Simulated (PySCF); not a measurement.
# `C1C(C2=NN=C([SiH3])O2)C1`, C$_{5}$H$_{8}$N$_{2}$OSi

Cartesian coordinates in Å; atom numbers follow the order of the lines, from 1:
```xyz
17

Si    3.3307    0.5727   -0.3885
C     1.6964   -0.3281   -0.5837
N     1.4528   -1.4183   -1.2351
N     0.1368   -1.6814   -1.1208
C    -0.3750   -0.7350   -0.3974
C    -1.7691   -0.5996   -0.0042
C    -2.0979   -0.0420    1.3582
C    -2.3607    0.7793    0.1437
O     0.5616    0.1628   -0.0199
H     4.3868   -0.4290   -0.3211
H     3.2231    1.3479    0.8495
H     3.4912    1.4716   -1.5323
H    -2.3844   -1.3916   -0.4064
H    -2.9331   -0.4781    1.8834
H    -1.2730    0.2384    1.9958
H    -1.7134    1.6209   -0.0511
H    -3.3798    0.9217   -0.1800
```

Computed, not measured: PySCF, TDDFT CAM-B3LYP/def2-SVPD excited states, vertical, gas phase. Geometry: GFN2-xTB.

Give the one- and two-photon strengths of the lowest singlets.

δ for parallel linear polarisation; σ at the peak of a Lorentzian of half width 0.1 eV, single beam; Ω is circular over linear.
```
state  E (eV)      f  photon λ (nm)  δ (au)  σ (GM)     Ω                                  main
   S1    5.58  0.001            444     0.9    0.01  1.50                      HOMO−1→LUMO 0.95
   S2    6.06  0.409            409     140    1.88  0.67                        HOMO→LUMO 0.96
   S3    6.73  0.012            369    1.05    0.02  1.50  HOMO−1→LUMO+4 0.46, HOMO−2→LUMO 0.17
   S4    7.04  0.002            352    16.4    0.30  1.49                      HOMO→LUMO+1 0.83
   S5    7.15  0.001            347    0.21    0.00  1.48    HOMO−2→LUMO 0.50, HOMO−3→LUMO 0.18
```

Among these, the strongest one-photon state is S2, the strongest two-photon state S2, with a dipole change of 2.8 D (relaxed, norm of the difference vector).
